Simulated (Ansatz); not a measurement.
[CoBrCl5]3- (CoBrCl5³⁻), relaxed as a singlet with RKS r2SCAN-D4/def2-SVPD in Ansatz, starting from the GFN2-xTB (ALPB water) geometry. Force threshold 0.02 eV/Å.

A multiply charged anion in the gas phase is held together partly by the finite basis. The restricted singlet is unstable towards broken spin symmetry at other levels; at r2SCAN-D4/def2-SVPD this wasn't settled. The highest occupied level of the charge -3 singlet lies above zero (up to 5.14 eV). The electron is either unbound and held by the finite basis, or the level is raised by self-interaction error. The relaxation made no stability test and no search for a lower SCF solution. At PBE0-D4/def2-TZVPD a quintet of charge -3 lies 5.24 eV below the restricted singlet, each at its own geometry.

Start:

```xyz
7

Co    0.031   -0.032   -0.020
Br    1.593   -1.647   -1.028
Cl   -1.476    1.526    0.953
Cl    1.033   -0.178    2.029
Cl   -1.107    0.255   -1.981
Cl   -1.441   -1.672    0.588
Cl    1.367    1.748   -0.540
```

(1) Estimate the energy that the relaxation releases and the steps that it takes.

(2) Does the start keep its bonding and symmetry?

(3) Predict the relaxed structure.

Answers

(1) 3.4 kcal/mol, in 5 steps; 17 s on 4 threads of Intel Xeon 6975P-C on a shared host. No frequencies were taken in this run, so the end may be a saddle point.

(2) By distances, no bond broke or formed. The bond that changes most is Co1–Br2, from 2.46 to 2.58 Å (atoms count from 1). Point group C4v at the start, C4v at the end, both within 0.05 Å.

(3) 
```tsv
atom	x (Å)	y (Å)	z (Å)
Co1	-0.0250	0.0259	0.0161
Br2	1.6106	-1.6650	-1.0389
Cl3	-1.5166	1.5678	0.9784
Cl4	1.0862	-0.2057	2.0791
Cl5	-1.1207	0.2413	-2.0569
Cl6	-1.4649	-1.7457	0.5929
Cl7	1.4304	1.7814	-0.5707
```
Bond lengths: 5 × Cl–Co 2.35 Å; 1 × Br–Co 2.58 Å.
